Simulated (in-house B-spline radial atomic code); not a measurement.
Configurations of Ba VI (Ba5+), with energies counted from [Kr] 4d10 5s2 5p3. Level of theory: scalar-relativistic (X2C) revTPSS, spin-polarised, spherical fractional occupations, Fermi nucleus of rms radius 4.8378 fm; calculated with a radial B-spline atomic code at the basis-set limit. Shells without spins written out take the highest spin.

Occupations are held fixed; configurations that lie above the ionisation limit could autoionise.

| configuration | E - E(ref) (eV) | highest orbital | its <r> (bohr) |
| --- | --- | --- | --- |
| [Kr] 4d10 5s1 5p4 | 16.945 | 5p down | 1.735 |
| [Kr] 4d10 4f1 5s2 5p2 | 18.875 | 4f up | 1.205 |
| [Kr] 4d9 5s2 5p3 6s1 | 112.48 | 6s up | 2.963 |
| [Ar] 3d10 4s2 4p(3 up, 2 down) 4d10 5s2 5p(2 up, 1 down) 6s(0 up, 1 down) | 208.88 | 6s down | 2.986 |
| [Ar] 3d10 4s2 4p5 4d10 5s2 5p3 6p1 | 211.6 | 6p up | 3.31 |
| [Ar] 3d9 4s2 4p6 4d10 5s2 5p4 | 773.84 | 5p down | 1.68 |
| [Ar] 3d9 4s2 4p6 4d10 5s2 5p3 6p1 | 811.01 | 6p up | 3.295 |

Task: Order these further configurations by energy, lowest first.
A. [Kr] 4d10 5s1 5p3 5f1
B. [Kr] 4d10 5s2 5p(2 up, 1 down)
C. [Ar] 3d(4 up, 5 down) 4s2 4p6 4d10 4f(1 up, 0 down) 5s2 5p(1 up, 2 down)
D. [Ar] 3d(5 up, 4 down) 4s2 4p6 4d10 5s2 5p(1 up, 3 down)
E. [Ar] 3d10 4s2 4p5 4d10 5s2 5p3 6s1

Result: B (2.6042 eV), A (57.944 eV), E (205.62 eV), D (773.98 eV), C (788.36 eV).

Task: How far above the reference does [Ar] 3d10 4s2 4p5 4d10 5s2 5p3 5d1 lie?

Result: 195.74 eV; its least bound orbital is 5d up with <r> = 2.046 bohr.

Task: How far above the reference does [Ar] 3d10 4s2 4p(2 up, 3 down) 4d10 5s2 5p(1 up, 2 down) 5f(1 up, 0 down) lie?

Result: 221.6 eV; its least bound orbital is 5f up with <r> = 3.124 bohr.

Task: How far above the reference does [Kr] 4d10 5s2 5p2 6p1 lie?

Result: 38.04 eV; its least bound orbital is 6p up with <r> = 3.371 bohr.
